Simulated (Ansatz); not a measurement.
Match the barriers

Saddle point of SiNH₇Cl₂O, closed shell (SiH₂Cl₂ ([Cl][SiH2][Cl]) + H₂O + NH₃ → SiNH₃Cl₂ ([NH2][SiH]([Cl])[Cl]) + H₂O + H₂; bonds formed: H2–H8, H6–O9; dative contacts that become bonds: Si1–N7; bonds broken: Si1–H2, H6–N7, H8–O9), PBE0-D4/def2-TZVP structure:

| atom | x (Å) | y (Å) | z (Å) |
| --- | --- | --- | --- |
| Si1 | -1.0682 | -0.3308 | -0.3066 |
| H2 | -0.2161 | -0.9803 | 1.0528 |
| Cl3 | -0.1394 | -1.8133 | -1.4277 |
| Cl4 | -2.1644 | 0.5504 | -1.9311 |
| H5 | -2.2607 | -0.6086 | 0.5167 |
| H6 | 1.2182 | 0.5213 | 0.2647 |
| N7 | -0.0040 | 1.1150 | -0.0587 |
| H8 | 0.8155 | -0.7864 | 1.0049 |
| O9 | 1.8533 | -0.2537 | 0.7894 |
| H10 | -0.0888 | 1.7668 | -0.8311 |
| H11 | -0.2599 | 1.6112 | 0.7912 |
| H12 | 2.3143 | -0.7918 | 0.1356 |

Ansatz 0.2.0; basis: def2-TZVPP, with def2-QZVPP for the basis limit; cores frozen in the correlated methods. Extrapolation: Hartree–Fock as exp(−7.88 √X), correlation as X^−2.97. Four methods, as single points on the PBE0-D4 structures, gave these electronic barriers from the start structure: 27.23, 31.62, 37.75, 54.28 kcal/mol.

(1) The methods were, in alphabetical order, CCSD(T), HF, PBE-D4, PBE0-D4. Which gave which? (Judge from chemistry; the calculation decides.)

T1 diagnostic: at most 0.010.

## Answers

(1) Computed: PBE-D4 27.23; PBE0-D4 31.62; CCSD(T) 37.75; HF 54.28 kcal/mol. For comparison, CCSD(T) at an estimated basis limit (MP2 extrapolated from triple and quadruple zeta, plus CCSD(T) − MP2 in triple zeta) gives 37.50 kcal/mol.

Labels in which every atom is bracketed show which atoms are joined, not bond orders.

For scale, one of the runs: CCSD(T)/def2-TZVPP, 286 basis functions, launched by `ansatz run in.yaml --threads 8 --pin off --events-out ev --progress --plain --max-ram 19148MiB`. Hardware: 8 CPU threads of an Intel Xeon, shared host. Wall time 3.1 min; peak host memory 8.4 GiB.
